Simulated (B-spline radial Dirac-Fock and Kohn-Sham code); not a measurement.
# Ionisation energies of bismuth ions, computed and tabulated

The computed values come from an atomic code on a B-spline grid: Dirac-Fock ΔSCF + Breit + QED. Each value is the difference of the configuration-average energies of two neighbouring ions in their tabulated ground configurations. Correlation and solid-state effects are left out. NIST's values refer to the lowest levels; many for high charge states are themselves semi-empirical or theoretical. Where a p, d or f shell is open in either ion the computed value averages over both j values and all terms, while the table refers to the lowest levels; that difference holds spin-orbit splitting (largest in heavy or highly charged ions), term energies where several electrons share open shells, and correlation, and it can reach 10 % or more.

```tsv
ion	configuration	computed (eV)	NIST (eV)	kind	NIST − computed (eV)
Bi⁶⁴⁺	[Ar] 3d1	7057.2	7137 ± 24	theoretical	+79.79
Bi⁶⁵⁺	[Ne] 3s2 3p6	7785.4	7580 ± 30	theoretical	-205.42
Bi⁶⁶⁺	[Ne] 3s2 3p5	7931.2	7720 ± 40	theoretical	-211.15
Bi⁶⁷⁺	[Ne] 3s2 3p4	8077.9	7870 ± 40	theoretical	-207.87
Bi⁶⁸⁺	[Ne] 3s2 3p3	8225.6	8010 ± 50	theoretical	-215.57
Bi⁶⁹⁺	[Ne] 3s2 3p2	8374.2	8780 ± 50	theoretical	+405.76
Bi⁷⁰⁺	[Ne] 3s2 3p1	8523.9	8950 ± 60	theoretical	+426.10
Bi⁷¹⁺	[Ne] 3s2	9270.8	9270 ± 60	theoretical	-0.82
Bi⁷²⁺	[Ne] 3s1	9426.2	9430 ± 70	theoretical	+3.78
Bi⁷³⁺	[He] 2s2 2p6	20918.4	20130 ± 90	theoretical	-788.41
Bi⁷⁴⁺	[He] 2s2 2p5	21322.7	20500 ± 90	theoretical	-822.67
Bi⁷⁵⁺	[He] 2s2 2p4	21730.5	20920 ± 100	theoretical	-810.49
Bi⁷⁶⁺	[He] 2s2 2p3	22141.8	21300 ± 110	theoretical	-841.85
Bi⁷⁷⁺	[He] 2s2 2p2	22556.8	24150 ± 120	theoretical	+1593.22
Bi⁷⁸⁺	[He] 2s2 2p1	22975.3	24640 ± 120	theoretical	+1664.73
Bi⁸¹⁺	1s2	102245.7	102251.8 ± 0.4	theoretical	+6.13
Bi⁸²⁺	1s1	104132.8	104133.4 ± 0.3	theoretical	+0.60
```
